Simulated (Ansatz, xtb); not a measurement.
Two isomers of C4H6F2Si

Structure a is `C=C/C(F)=C\[SiH2]F`, a singlet and structure b is `C[C@@]1(F)C=C[Si@H]1F`, a singlet. Both are isolated molecules in the gas phase, relaxed with PBE0-D3(BJ)/def2-SVP; each stands in its lowest conformer found.

Quicker runs give these differences E(b) − E(a): GFN2-xTB +37.76 kJ/mol; HF/STO-3G −61.71 kJ/mol (at GFN2-xTB geometries); r2SCAN-D4/def2-SVP +9.78 kJ/mol (at GFN2-xTB geometries).

Question: Estimate which is lower in electronic energy at CCSD(T)/def2-SVP + ΔMP2/def2-TZVPP, and by roughly how much.

Answer: Too close to call at this level: CCSD(T)/def2-SVP + ΔMP2/def2-TZVPP gives E(b) − E(a) = −3.50 kJ/mol.

The same difference at several levels:

```csv
level,geometry,E(b) − E(a) (kJ/mol),departure from the last row (kJ/mol),"job, with rough time for the two"
GFN2-xTB,GFN2-xTB,+37.76,+41.26,"optimisation, 0.17 s"
HF/STO-3G,GFN2-xTB,−61.71,−58.21,"single point, 0.34 s"
r2SCAN-D4/def2-SVP,GFN2-xTB,+9.78,+13.28,"single point, 3.7 s"
PBE0-D3(BJ)/def2-SVP,PBE0-D3(BJ)/def2-SVP,−9.10,−5.60,"optimisation, 62 s"
HF/def2-SVP,PBE0-D3(BJ)/def2-SVP,+17.72,+21.22,part of the CCSD(T) run
MP2/def2-SVP,PBE0-D3(BJ)/def2-SVP,−4.48,−0.98,part of the CCSD(T) run
CCSD(T)/def2-SVP,PBE0-D3(BJ)/def2-SVP,+5.88,+9.38,single point
CCSD(T)/def2-SVP + ΔMP2/def2-TZVPP,PBE0-D3(BJ)/def2-SVP,−3.50,,"single point, 58 s"
```

As drawn, b has 1 C–C, 1 C–Si, 1 C–H in place of 1 C=C, 1 Si–H. Structure a has no ring, b a 4-membered ring.

The largest departure from CCSD(T)/def2-SVP + ΔMP2/def2-TZVPP is that of HF/STO-3G, 58.21 kJ/mol. A small imaginary or near-zero mode remains, so no thermal terms are given. The last row adds to CCSD(T) the change of the MP2 difference between the two basis sets, here −9.38 kJ/mol.

The correlated steps freeze 11 core orbitals. Codes used: Ansatz 0.2.0, xtb 6.7.1; the last row on 4 threads of Arm Neoverse V1 on a shared host.
